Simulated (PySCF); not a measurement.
Question: What does the PBE0-D3(BJ)/def2-SVP structure of InChI=1S/C2H7Ge2N/c3-1-4-2-5/h1,4H2,3H3 look like in three dimensions?

Answer: 
```xyz
12
C2H7Ge2N angstrom
N      3.4809    0.7725   -0.0241
C      2.5506    0.0858    0.0639
Ge     0.9956   -1.0548    0.1927
C     -0.4390   -0.1994   -0.7988
Ge    -0.9872    1.5570   -0.1128
H      0.6801   -1.1780    1.6897
H      1.4157   -2.4100   -0.3936
H     -1.3103   -0.8738   -0.7903
H     -0.1188   -0.0910   -1.8469
H     -1.4879    1.3999    1.3351
H      0.2064    2.5240   -0.1397
H     -2.1261    2.1084   -0.9887
```

Orientation and origin are arbitrary. Atoms count from 1 in this order. Ge3 (germanium bonded to 2 C and 2 H) is distorted tetrahedral (angles from 106.0° to 113.3°). The 3 C–Ge bonds span 1.933 Å (C2–Ge3, drawn single) to 1.964 Å (C4–Ge5, drawn single), a spread of 0.031 Å. Ge5 (germanium bonded to C and 3 H) is tetrahedral (angles from 109.1° to 109.9°).

Bonds between heavy atoms (Å): N1≡C2 1.160, C2–Ge3 1.933, Ge3–C4 1.942, C4–Ge5 1.964.

The calculation used PySCF, PBE0-D3(BJ)/def2-SVP geometry optimisation, gas phase.

Point group: C1 (no symmetry element, even within 0.4 Å). Whether it is a minimum is left open (no frequencies). One conformer, not necessarily the lowest (C2–Ge3–C4–Ge5 -62°).
